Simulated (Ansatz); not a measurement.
Two isomers of C2H7ClOSi: A = `[SiH3]OCCCl`, B = `CO[SiH](C)Cl`.

Isolated molecules relaxed with PBE0-D4/def2-TZVP in Ansatz; ΔE leaves out vibrations. CCSD(T)/CBS adds triple-zeta CCSD(T) − MP2 to the extrapolated MP2 energy (def2 sets, frozen cores). DFT in def2-TZVPP. B3LYP here is the variant with VWN-RPA as its local correlation; programs differ in this. Each species was taken in one conformer, which may not be the lowest.

Question: Which isomer does CCSD(T)/CBS put lower? Give the gap. (Estimate.)

Answer: Computed: B, by 213.8 kJ/mol.

Question: Give E(B) − E(A) in kJ/mol with HF/def2-TZVPP, PBE0-D4, MP2/def2-TZVPP, B2PLYP, B3LYP-D4, CCSD/def2-TZVPP, ωB97M-V. (Best estimate.)

Answer: Computed: HF/def2-TZVPP -206.9, PBE0-D4 -215.3, MP2/def2-TZVPP -217.8, B2PLYP -212.3, B3LYP-D4 -213.6, CCSD/def2-TZVPP -210.0, ωB97M-V -217.4. None reverses the order clearly.

Largest T1 diagnostic: 0.010.

From PBE to PBE0 (25 % exact exchange), in def2-TZVPP and without D4, E(B) − E(A) moves by −3.7 kJ/mol. The D4 term adds −4.5 kJ/mol with B3LYP and −2.5 kJ/mol with PBE0; it sums over pairs of atoms, weighted by their polarisabilities, and B3LYP, whose exchange is more repulsive, gets the larger term.
